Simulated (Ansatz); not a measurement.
Harmonic frequencies (cm⁻¹) at PBE0-D4/def2-TZVP from Ansatz: 240, 267, 267, 292, 293, 303, 390, 391, 527, 829, 942, 942, 969, 1050, 1050, 1171, 1267, 1267, 1396, 1396, 1421, 1457, 1473, 1474, 1486, 1486, 1506, 3041, 3041, 3049, 3120, 3120, 3125, 3147, 3151, 3151.

Problem. Which molecule is it?
A. `CCCCBr`
B. `CCC(C)Br`
C. `C/[C]([GaH2])=C\[S][AlH2]`
D. `CC(C)(C)Br`

Solution. D.
